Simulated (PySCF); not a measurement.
**MoBr₃⁺, singlet: structure and spectrum**

Computed with PySCF, B3LYP, basis Mo def2-SVP with ECP28, Br def2-SVP (scalar-relativistic core potentials, no spin–orbit coupling, density fitting).

The structure is a minimum.

Z-matrix (Å, degrees; charge 1 multiplicity 1):
```
Mo
Br 1 2.3088
Br 1 2.3088 2 120.00
Br 1 2.3088 2 120.00 3 180.00
```

```
Point group                                                                   : D3h
Bond lengths                                                                  : Mo–Br 2.309 Å (×3)
Bond angles                                                                   : Br–Mo–Br 120.0° (×3)
Highest occupied level                                                        : -11.98 eV
Zero-point energy                                                             : 7.2 kJ/mol
Enthalpy at 298.15 K above 0 K                                                : 19.27 kJ/mol
Rotational constants                                                          : 0.02672, 0.02672, 0.01336 cm⁻¹
Heat capacity Cp at 298.15 K                                                  : 78.0 J/(mol K)
Principal quadrupole moments (Buckingham, traceless) about the centre of mass : -14.50, 7.25, 7.25 D Å
Lowest empty level                                                            : -9.73 eV
Rotational symmetry number                                                    : 6
Dipole moment about the centre of mass                                        : 0.00 D
Entropy at 298.15 K and 1 bar                                                 : 369.8 J/(mol K)
Principal polarisabilities                                                    : 53.5, 112.5, 112.5 bohr³
```

Harmonic modes (masses in u: Mo 97.905, Br 78.918):
```tsv
symmetry	ω (cm⁻¹)	IR (km/mol, summed over degenerate members)	μ (u)	type
a2''	42	0.4	91.47	bend
e'	72	0.1	80.97	bend
a1'	262	0.0	78.92	stretch
e'	377	97.3	88.86	stretch
```

In D3h the vibrations span a2'' + 2e' + a1'. The a1' mode carries no infrared intensity, as symmetry demands.

Charges (e):
```csv
atom,Mulliken,Löwdin,polar tensor,Mayer order to Mo1
Mo1,0.52,-0.59,1.45,–
"Br2,3,4",0.16,0.53,-0.15,1.68
```

Mulliken populations on Mo1 (electrons outside its core potential): s 2.54, p 6.46, d 4.45, f 0.03.

Outer orbital energies (eV). occupied: -16.45, -14.98, -14.98, -14.74, -14.74, -14.45, -14.05, -11.98; empty: -9.73, -9.73, -9.05, -9.05.

Formally Mo is in oxidation state +4, d2, with 0 unpaired electrons (the high-spin count would be 2). The polar-tensor charge on Mo, 1.45, is far below the formal one.

Stability towards spin polarisation was not tested. Only a few start shapes were tried, so a lower isomer may exist.

The final relaxation and frequency run took 2.1 min on 2 threads of a shared AMD EPYC (Zen 3) host, with 127 basis functions and 7 gradients; the process peaked at 1.4 GiB.
